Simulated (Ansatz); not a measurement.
Ansatz (a quantum-chemistry and plane-wave program) input:

Ansatz 0.2 input:
```yaml
crystal:
  periodic: [false, false, false]
  atoms:
    - {symbol: Na, position_ang: [-0.00000000, -0.00000000, -1.12369133]}
    - {symbol: F, position_ang: [0.00000000, 0.00000000, 1.37340051]}
basis:
  gaussian:
    orbitals: def2-TZVPD
hamiltonian:
  xc: {name: B2PLYP}
total_charge: 1
magnetization: {spin_polarized: true, initial_magnetization: 1}
correlation: {electrons: outside_noble_gas}
```

Q: Which total energy does the run end on?

A: -261.69251 Eh (B2PLYP/def2-TZVPD). The basis has 75 functions.
